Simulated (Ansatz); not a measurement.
A structure relaxed at PBE0-D4/def2-TZVP, charge 0, multiplicity 1:

Cartesian coordinates in Å:
```
N 1.7790 -0.1608 -0.1100
P 0.4924 0.9305 -0.3541
N -0.2238 1.3700 1.1293
Sn -1.2215 -0.7675 -1.0248
H 1.6812 -0.9642 0.4937
H 2.6962 0.2523 -0.0358
H 0.1298 2.2140 1.5538
H -0.4659 0.6767 1.8224
H -0.7681 -1.5660 -2.4639
H -2.7528 -0.0439 -1.2384
H -1.3463 -1.9409 0.2278
```

Problem. Give its formula and SMILES.

Solution. H7N2PSn, `N[P](N)[SnH3]`.

Problem. Point group (tolerance 0.08 Å, 0.16 Å for H)?

Solution. Cs.

Problem. Summarise the bond lengths by kind.

Solution. 2 × N–P 1.705 Å; 4 × H–N 1.009 to 1.010 Å; 1 × P–Sn 2.504 Å; 3 × H–Sn 1.707 to 1.721 Å.

Program: Ansatz 0.2.0.
